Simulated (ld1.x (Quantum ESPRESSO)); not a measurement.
What one change does to a pseudopotential (rhodium, TM)

- Element: Rh
- Generator: ld1.x (Quantum ESPRESSO) 7.5
- Type: norm-conserving Troullier–Martins (Kleinman–Bylander form)
- Functional: PBEsol
- Relativity: fully relativistic
- Frozen core: [Kr]
- Valence charge: 9
- Reference configuration: 4d8 5s0 5p0 (charge +1)
- Partial waves: 5s (bound, empty): rc 2.50 bohr; 5p (bound, empty): rc 3.05 bohr; 4d (bound): rc 1.80 bohr
- Local potential: all-electron potential smoothed inside 1.50 bohr (lloc = -1)
- Core correction: none

Open shells are filled in proportion to 2j + 1 (rel_dist='average').

All-electron outer shells of the reference configuration (PBEsol, scalar-relativistic, ld1.x):

```csv
shell,level (eV),outermost node (bohr),outermost maximum (bohr)
4p,-58.09,0.47,0.94
4d,-13.59,0.46,1.15
5s,-10.74,1.19,2.51
5p,-6.08,1.34,3.18
```

Change: all radii scaled by about 0.76 (s 1.90, p 2.32, d 1.38 bohr); local potential all-electron potential smoothed inside 1.14 bohr (lloc = -1).

Cutoffs: the cutoffs (Ry, on a coarse ladder) from which the occupation-weighted sum of valence levels, in a spherical-Bessel basis at the reference potential, stays within 10 and 1 mRy of its value at 400 Ry; they do not see the model core or the augmentation charge, which bear on the density cutoff. Errors are all-electron minus pseudo energies relative to the spin-unpolarised reference configuration.

Task: How do hardness, ghosts and transferability respond?

Result: The potential gets harder (50 Ry and 60 Ry → 60 Ry and 80 Ry); both files keep a bound ghost (p, s); of the 7 tests that both files solve, the error grows in 2 and shrinks in 2 by more than 15 % and 0.3 meV (median size 26.4 → 24.5 meV). A smaller radius makes the pseudo-wave follow the all-electron one further in, where it bends more sharply, so more plane waves are needed.

```csv
quantity,base,changed
"cutoff, loose",50 Ry,60 Ry
"cutoff, tight",60 Ry,80 Ry
bound ghosts,"s, p3/2, p1/2","s, p1/2, p3/2"
"error for 4d8 5s1 5p0, meV [ΔE -7.46 eV]",+5.4,+12
"error for 4d7 5s0 5p0, meV [ΔE 19.51 eV]",-26,-24
"error for 4d6 5s0 5p0, meV [ΔE 52.00 eV]",-171,-164
"error for 4d8 5s0 5p1, meV [ΔE -3.80 eV]",+2.6,+4.4
"error for 4d7 5s1 5p1, meV [ΔE -0.82 eV]",-94,-49
"error for 4d8.5 5s0.5 5p0, meV [ΔE -8.09 eV]",+11,+12
"error for 4d7 5s1 5p0, meV [ΔE 3.68 eV]",-69,-30
```

Base: These tests converged, but a pseudo level misses the all-electron one widely, so the file describes the atom poorly there or has found another state: 4d7 5s0 5p0: empty 5p by 2.9 eV (a node warning on the way). Changed file: These tests converged, but a pseudo level misses the all-electron one widely, so the file describes the atom poorly there or has found another state: 4d6 5s0 5p0: empty 5p by 5.4 eV (a node warning on the way). A true bound ghost makes a file unfit for plane-wave use even where its test errors are small: the radial tests pick states by their node count and pass the ghost by.
